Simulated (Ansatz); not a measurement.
Calculated with Ansatz (gas phase, PBE0-D4/def2-TZVP geometries, no zero-point term in ΔE). CBS: MP2 limit from def2 TZ/QZ plus the TZ coupled-cluster correction, frozen cores. This one scheme is used for every species. DFT in def2-TZVPP. B3LYP here is the variant with VWN-RPA as its local correlation; programs differ in this. One conformer a species, not always the lowest.

Consider the ligand exchange at the Si–C bond: `COC(N)[SiH3]` + `OC[SiH2]S` → `[SiH3]OC[SiH2]S` + `COCN`.

```
             level  ΔE (kJ/mol)  difference from CCSD(T)/CBS
            PBE-D4       -103.9                         13.6
         r2SCAN-D4       -116.5                          1.0
           PBE0-D4       -109.8                          7.7
          B3LYP-D4       -119.2                         -1.7
           ωB97X-V       -116.7                          0.8
           ωB97M-V       -115.6                          1.9
            B2PLYP       -122.8                         -5.3
               PBE       -104.8                         12.7
            r2SCAN       -116.5                          1.0
              PBE0       -110.4                          7.1
             B3LYP       -120.7                         -3.2
     HF/def2-TZVPP       -139.5                        -22.0
    MP2/def2-TZVPP       -122.5                         -5.0
SCS-MP2/def2-TZVPP       -125.8                         -8.3
   CCSD/def2-TZVPP       -122.1                         -4.6
CCSD(T)/def2-TZVPP       -119.4                         -1.9
     HF/def2-QZVPP       -140.6                        -23.1
    MP2/def2-QZVPP       -121.8                         -4.3
SCS-MP2/def2-QZVPP       -125.0                         -7.5
      HF/CBS(def2)       -140.8                        -23.3
     MP2/CBS(def2)       -120.6                         -3.1
    CCSD/CBS(def2)       -120.1                         -2.6
       CCSD(T)/CBS       -117.5                            0
```

Largest T1 diagnostic among the species: 0.012.

From PBE to PBE0 (25 % exact exchange), in def2-TZVPP and without D4, ΔE moves by −5.6 kJ/mol. In def2-TZVPP, CCSD(T) changes the Hartree–Fock value by +20.1 kJ/mol (the triples alone add +2.6 kJ/mol) and MP2 by +17.0 kJ/mol.
